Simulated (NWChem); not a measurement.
Species: GeH$_{2}$BrF; SMILES [F][GeH2][Br]

This build's default masses of Se (78.918 u) and Br (79.917 u) are each other's, which moves their modes by up to 0.6 %. B3LYP is NWChem's, with the RPA form of VWN correlation.

### Question
Give the equilibrium geometry at B3LYP/6-31G* (spherical d) (NWChem) as an XYZ file, with the point group.

### Answer
point group Cs; any orientation.
```
5

Ge    -0.3277     0.9222     0.0000
F      1.2110     1.7387     0.0000
Br     0.0829    -1.3636     0.0000
H     -1.0473     1.2903     1.3129
H     -1.0473     1.2903    -1.3129
```
